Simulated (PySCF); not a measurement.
# Radial density of Ti⁺ (titanium, charge +1)

UHF, [Ar] 3d2 4s1, high-spin 4F determinant. Computed with PySCF 2.14 in def2-TZVP, with no relativity, point nucleus.

```
r (bohr)  4πr²ρ (e/bohr)  4πr²(ρα − ρβ)
0.000985         0.08309         0.0000
 0.00166          0.2289         0.0001
 0.00279          0.6148         0.0002
 0.00469           1.602         0.0006
 0.00788           3.936         0.0016
  0.0133           8.805         0.0034
  0.0223           16.78         0.0061
  0.0375           24.67         0.0073
  0.0631           24.66         0.0023
   0.106           19.42        -0.0005
   0.178           25.48         0.0385
   0.300           23.87         0.1762
   0.505           8.524         0.6709
   0.849           10.30         1.3261
    1.43           5.092         1.0773
    2.40          0.9046         0.6664
    4.04          0.2626         0.2620
    6.80         0.01097         0.0110
    11.4       3.034e-05         0.0000
```
